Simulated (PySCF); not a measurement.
RuO₄, optimised at PBE0/def2-TZVP:

```xyz
5

O     -0.0049     0.6595    -1.5475
Ru    -0.0149     0.0093    -0.0167
O     -0.0235    -1.6507    -0.1194
O      1.3424     0.5068     0.8058
O     -1.3736     0.5216     0.7944
```

Method: PySCF energies (xtb for GFN2) plus ideal-gas RRHO corrections (1 bar). All species are closed-shell singlets. Ru: scalar-relativistic def2 core potential, no spin-orbit coupling. Strong static correlation: RuO₄.

Problem. List the harmonic frequencies (cm⁻¹, unscaled) at this level and at the other levels, each on its own geometry.

Solution. 
- PBE0/def2-TZVP: 350, 350, 375, 375, 375, 1017, 1028, 1028, 1028
- GFN2-xTB: 309, 309, 309, 310, 310, 791, 873, 873, 873
